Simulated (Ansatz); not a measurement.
Ansatz (a program for electronic structure) input (B3LYP-D3(BJ)/def2-TZVP):

Ansatz 0.2 input:
```yaml
crystal:
  periodic: [false, false, false]
  atoms:
    - {symbol: C, position_ang: [3.87072876, -0.02446223, 0.08312294]}
    - {symbol: C, position_ang: [2.52959462, -0.74711732, 0.00327468]}
    - {symbol: C, position_ang: [1.34278829, 0.21330464, 0.04432153]}
    - {symbol: C, position_ang: [-0.00105713, -0.51093071, -0.03569648]}
    - {symbol: C, position_ang: [-1.18546267, 0.47479876, 0.00716997]}
    - {symbol: C, position_ang: [-2.46489336, -0.29352834, -0.07451483]}
    - {symbol: O, position_ang: [-3.71642627, 0.66375230, -0.03510585]}
    - {symbol: H, position_ang: [3.99518177, 0.66994342, -0.75043278]}
    - {symbol: H, position_ang: [3.95660724, 0.54705225, 1.00967513]}
    - {symbol: H, position_ang: [4.69900391, -0.73236334, 0.05184959]}
    - {symbol: H, position_ang: [2.48332935, -1.33724423, -0.91710636]}
    - {symbol: H, position_ang: [2.44504268, -1.45921833, 0.82986686]}
    - {symbol: H, position_ang: [1.42057101, 0.92521490, -0.78373116]}
    - {symbol: H, position_ang: [1.38222772, 0.80306039, 0.96582591]}
    - {symbol: H, position_ang: [-0.08606914, -1.21864780, 0.79375714]}
    - {symbol: H, position_ang: [-0.04767062, -1.09631737, -0.95831961]}
    - {symbol: H, position_ang: [-1.14265769, 1.04936788, 0.93681742]}
    - {symbol: H, position_ang: [-1.10391635, 1.17279046, -0.83090170]}
    - {symbol: H, position_ang: [-2.67273307, -0.94272216, 0.77135812]}
    - {symbol: H, position_ang: [-2.63367948, -0.81830479, -1.01060879]}
    - {symbol: H, position_ang: [-3.73965127, 1.28278965, -0.78865313]}
    - {symbol: H, position_ang: [-3.77436702, 1.17219184, 0.79538332]}
basis:
  gaussian:
    orbitals: def2-TZVP
hamiltonian:
  xc: b3lyp
  dispersion: d3bj
total_charge: 1
phonons: {temperatures: {t_min: 298.15, t_max: 298.15, t_step: 100}}
```

Output:

```
Functional definition: B3LYP
integrals: 0.30 GiB planned
1891 factors; their error is unknown
0.35 GiB of the device are held for the grids
1.79 GiB of device memory are held for the factors and their scratch space
mean field: 2.04 GiB planned
mean field evaluation 1: about -8483.9401 eV, gradient 1.1e2 eV
mean field evaluation 2: about -8413.4910 eV, gradient 1.7e2 eV
mean field evaluation 4: about -8509.6106 eV, gradient 1.3e1 eV
mean field evaluation 8: about -8509.9806 eV, gradient 3.1e-1 eV
mean field evaluation 16: about -8509.9386 eV, gradient 1.1e-3 eV
mean field -8509.93861172 eV, -312.7344757373 hartree, gradient 2.6e-5 eV, S^2 0.000000; 0 other end points of the search recorded, 0 dependent functions left out
the calculation of the forces begins
reference -8509.93895735 eV, -312.7344884389 hartree; 29, 29 occupied and 278, 278 virtual orbitals, 1891 factors
these checks for a lower state are left out or cut short: stability, starts, cluster_reference, orbital_swaps, neighbouring_geometries, increment
integrals: 0.30 GiB planned
1891 factors; their error is unknown
0.35 GiB of the device are held for the grids
1.79 GiB of device memory are held for the factors and their scratch space
mean field: 2.04 GiB planned
mean field -8509.93844718 eV, -312.7344696903 hartree, gradient 2.7e-6 eV, S^2 0.000000; 0 other end points of the search recorded, 0 dependent functions left out
the calculation of the forces begins
reference -8509.93879275 eV, -312.7344823900 hartree; 29, 29 occupied and 278, 278 virtual orbitals, 1891 factors
these checks for a lower state are left out or cut short: stability, starts, cluster_reference, orbital_swaps, neighbouring_geometries, increment
integrals: 0.30 GiB planned
1891 factors; their error is unknown
0.35 GiB of the device are held for the grids
1.79 GiB of device memory are held for the factors and their scratch space
mean field: 2.04 GiB planned
mean field evaluation 32: about -8509.9798 eV, gradient 7.8e-1 eV
mean field -8509.93844480 eV, -312.7344696028 hartree, gradient 2.7e-6 eV, S^2 0.000000; 0 other end points of the search recorded, 0 dependent functions left out
the calculation of the forces begins
reference -8509.93879048 eV, -312.7344823063 hartree; 29, 29 occupied and 278, 278 virtual orbitals, 1891 factors
these checks for a lower state are left out or cut short: stability, starts, cluster_reference, orbital_swaps, neighbouring_geometries, increment
integrals: 0.30 GiB planned
1891 factors; their error is unknown
0.35 GiB of the device are held for the grids
1.79 GiB of device memory are held for the factors and their scratch space
mean field: 2.04 GiB planned
mean field -8509.93848859 eV, -312.7344712122 hartree, gradient 2.7e-6 eV, S^2 0.000000; 0 other end points of the search recorded, 0 dependent functions left out
the calculation of the forces begins
reference -8509.93883420 eV, -312.7344839131 hartree; 29, 29 occupied and 278, 278 virtual orbitals, 1891 factors
these checks for a lower state are left out or cut short: stability, starts, cluster_reference, orbital_swaps, neighbouring_geometries, increment
integrals: 0.30 GiB planned
1891 factors; their error is unknown
0.35 GiB of the device are held for the grids
1.79 GiB of device memory are held for the factors and their scratch space
mean field: 2.04 GiB planned
mean field -8509.93841339 eV, -312.7344684486 hartree, gradient 2.7e-6 eV, S^2 0.000000; 0 other end points of the search recorded, 0 dependent functions left out
[...]
1.79 GiB of device memory are held for the factors and their scratch space
mean field: 2.04 GiB planned
mean field -8509.93854600 eV, -312.7344733218 hartree, gradient 2.7e-6 eV, S^2 0.000000; 0 other end points of the search recorded, 0 dependent functions left out
the calculation of the forces begins
reference -8509.93889162 eV, -312.7344860235 hartree; 29, 29 occupied and 278, 278 virtual orbitals, 1891 factors
these checks for a lower state are left out or cut short: stability, starts, cluster_reference, orbital_swaps, neighbouring_geometries, increment
integrals: 0.30 GiB planned
1891 factors; their error is unknown
0.35 GiB of the device are held for the grids
1.79 GiB of device memory are held for the factors and their scratch space
mean field: 2.04 GiB planned
mean field -8509.93858256 eV, -312.7344746654 hartree, gradient 2.7e-6 eV, S^2 0.000000; 0 other end points of the search recorded, 0 dependent functions left out
the calculation of the forces begins
reference -8509.93892818 eV, -312.7344873670 hartree; 29, 29 occupied and 278, 278 virtual orbitals, 1891 factors
these checks for a lower state are left out or cut short: stability, starts, cluster_reference, orbital_swaps, neighbouring_geometries, increment
integrals: 0.30 GiB planned
1891 factors; their error is unknown
0.35 GiB of the device are held for the grids
1.79 GiB of device memory are held for the factors and their scratch space
mean field: 2.04 GiB planned
mean field -8509.93855334 eV, -312.7344735919 hartree, gradient 2.7e-6 eV, S^2 0.000000; 0 other end points of the search recorded, 0 dependent functions left out
the calculation of the forces begins
reference -8509.93889897 eV, -312.7344862934 hartree; 29, 29 occupied and 278, 278 virtual orbitals, 1891 factors
these checks for a lower state are left out or cut short: stability, starts, cluster_reference, orbital_swaps, neighbouring_geometries, increment
integrals: 0.30 GiB planned
1891 factors; their error is unknown
0.35 GiB of the device are held for the grids
1.79 GiB of device memory are held for the factors and their scratch space
mean field: 2.04 GiB planned
mean field evaluation 512: about -8509.9385 eV, gradient 6.5e-4 eV
mean field -8509.93852708 eV, -312.7344726269 hartree, gradient 2.7e-6 eV, S^2 0.000000; 0 other end points of the search recorded, 0 dependent functions left out
the calculation of the forces begins
reference -8509.93887271 eV, -312.7344853285 hartree; 29, 29 occupied and 278, 278 virtual orbitals, 1891 factors
these checks for a lower state are left out or cut short: stability, starts, cluster_reference, orbital_swaps, neighbouring_geometries, increment
integrals: 0.30 GiB planned
1891 factors; their error is unknown
0.35 GiB of the device are held for the grids
1.79 GiB of device memory are held for the factors and their scratch space
mean field: 2.04 GiB planned
mean field -8509.93857547 eV, -312.7344744049 hartree, gradient 2.7e-6 eV, S^2 0.000000; 0 other end points of the search recorded, 0 dependent functions left out
the calculation of the forces begins
reference -8509.93892109 eV, -312.7344871062 hartree; 29, 29 occupied and 278, 278 virtual orbitals, 1891 factors
these checks for a lower state are left out or cut short: stability, starts, cluster_reference, orbital_swaps, neighbouring_geometries, increment
integrals: 0.30 GiB planned
1891 factors; their error is unknown
0.35 GiB of the device are held for the grids
1.79 GiB of device memory are held for the factors and their scratch space
mean field: 2.04 GiB planned
mean field -8509.93863401 eV, -312.7344765562 hartree, gradient 2.7e-6 eV, S^2 0.000000; 0 other end points of the search recorded, 0 dependent functions left out
the calculation of the forces begins
reference -8509.93897964 eV, -312.7344892581 hartree; 29, 29 occupied and 278, 278 virtual orbitals, 1891 factors
these checks for a lower state are left out or cut short: stability, starts, cluster_reference, orbital_swaps, neighbouring_geometries, increment
integrals: 0.30 GiB planned
1891 factors; their error is unknown
0.35 GiB of the device are held for the grids
1.79 GiB of device memory are held for the factors and their scratch space
mean field: 2.04 GiB planned
mean field -8509.93855990 eV, -312.7344738328 hartree, gradient 2.7e-6 eV, S^2 0.000000; 0 other end points of the search recorded, 0 dependent functions left out
the calculation of the forces begins
reference -8509.93890555 eV, -312.7344865353 hartree; 29, 29 occupied and 278, 278 virtual orbitals, 1891 factors
these checks for a lower state are left out or cut short: stability, starts, cluster_reference, orbital_swaps, neighbouring_geometries, increment
integrals: 0.30 GiB planned
1891 factors; their error is unknown
0.35 GiB of the device are held for the grids
1.79 GiB of device memory are held for the factors and their scratch space
mean field: 2.04 GiB planned
mean field -8509.93853319 eV, -312.7344728513 hartree, gradient 2.7e-6 eV, S^2 0.000000; 0 other end points of the search recorded, 0 dependent functions left out
the calculation of the forces begins
reference -8509.93887879 eV, -312.7344855519 hartree; 29, 29 occupied and 278, 278 virtual orbitals, 1891 factors
these checks for a lower state are left out or cut short: stability, starts, cluster_reference, orbital_swaps, neighbouring_geometries, increment
integrals: 0.30 GiB planned
1891 factors; their error is unknown
0.35 GiB of the device are held for the grids
1.79 GiB of device memory are held for the factors and their scratch space
mean field: 2.04 GiB planned
mean field evaluation 544: about -8509.9798 eV, gradient 7.9e-1 eV
mean field -8509.93850538 eV, -312.7344718294 hartree, gradient 2.7e-6 eV, S^2 0.000000; 0 other end points of the search recorded, 0 dependent functions left out
the calculation of the forces begins
reference -8509.93885100 eV, -312.7344845304 hartree; 29, 29 occupied and 278, 278 virtual orbitals, 1891 factors
these checks for a lower state are left out or cut short: stability, starts, cluster_reference, orbital_swaps, neighbouring_geometries, increment
integrals: 0.30 GiB planned
1891 factors; their error is unknown
0.35 GiB of the device are held for the grids
1.79 GiB of device memory are held for the factors and their scratch space
mean field: 2.04 GiB planned
mean field -8509.93852254 eV, -312.7344724599 hartree, gradient 2.7e-6 eV, S^2 0.000000; 0 other end points of the search recorded, 0 dependent functions left out
the calculation of the forces begins
reference -8509.93886818 eV, -312.7344851620 hartree; 29, 29 occupied and 278, 278 virtual orbitals, 1891 factors
Total energy: -8510.67686135 eV, -312.7616059107 hartree
Atom 0 at     3.870729    -0.024462     0.083123 Å, force    -0.000284    -0.000063    -0.000011 eV/Å
Atom 1 at     2.529595    -0.747117     0.003275 Å, force    -0.000553    -0.000117    -0.000020 eV/Å
Atom 2 at     1.342788     0.213305     0.044322 Å, force    -0.000279    -0.000302    -0.000027 eV/Å
Atom 3 at    -0.001057    -0.510931    -0.035696 Å, force     0.000250     0.000177     0.000018 eV/Å
Atom 4 at    -1.185463     0.474799     0.007170 Å, force     0.000152    -0.000447    -0.000028 eV/Å
Atom 5 at    -2.464893    -0.293528    -0.074515 Å, force    -0.001328     0.000066    -0.000024 eV/Å
Atom 6 at    -3.716426     0.663752    -0.035106 Å, force     0.001323     0.000493     0.000063 eV/Å
Atom 7 at     3.995182     0.669943    -0.750433 Å, force     0.000018    -0.000023     0.000113 eV/Å
Atom 8 at     3.956607     0.547052     1.009675 Å, force     0.000023    -0.000007    -0.000114 eV/Å
Atom 9 at     4.699004    -0.732363     0.051850 Å, force     0.000008     0.000171     0.000012 eV/Å
Atom 10 at     2.483329    -1.337244    -0.917106 Å, force     0.000408     0.000093    -0.000026 eV/Å
Atom 11 at     2.445043    -1.459218     0.829867 Å, force     0.000407     0.000088     0.000056 eV/Å
Atom 12 at     1.420571     0.925215    -0.783731 Å, force     0.000094     0.000037     0.000088 eV/Å
Atom 13 at     1.382228     0.803060     0.965826 Å, force     0.000098     0.000048    -0.000078 eV/Å
Atom 14 at    -0.086069    -1.218648     0.793757 Å, force    -0.000319    -0.000052     0.000128 eV/Å
Atom 15 at    -0.047671    -1.096317    -0.958320 Å, force    -0.000313    -0.000033    -0.000148 eV/Å
Atom 16 at    -1.142658     1.049368     0.936817 Å, force     0.000136     0.000091    -0.000070 eV/Å
Atom 17 at    -1.103916     1.172790    -0.830902 Å, force     0.000133     0.000080     0.000088 eV/Å
Atom 18 at    -2.672733    -0.942722     0.771358 Å, force     0.000318     0.000259     0.000009 eV/Å
Atom 19 at    -2.633679    -0.818305    -1.010609 Å, force     0.000317     0.000257     0.000040 eV/Å
Atom 20 at    -3.739651     1.282790    -0.788653 Å, force    -0.000314    -0.000442     0.000461 eV/Å
Atom 21 at    -3.774367     1.172192     0.795383 Å, force    -0.000293    -0.000373    -0.000531 eV/Å
Dipole moment:    -2.437938     0.567659    -0.013796 e Å
Vibrations: 61.00 72.71 97.01 133.58 146.61 170.90 236.12 245.86 288.84 412.90 462.44 644.66 737.52 741.34 763.41 797.62 869.21 906.69 932.82 987.48 1024.73 1029.70 1062.35 1072.88 1144.20 1206.73 1254.39 1264.31 1298.89 1317.24 1327.31 1341.50 1343.74 1377.98 1379.80 1401.93 1423.45 1487.81 1489.75 1495.36 1497.44 1501.57 1508.69 1516.64 1660.05 3011.96 3020.15 3024.48 3033.89 3034.18 3036.47 3051.11 3064.53 3082.35 3095.55 3109.80 3118.76 3188.57 3634.95 3716.44 cm⁻¹, zero-point energy 5.601628 eV
```

It need not be the lowest isomer of its formula.
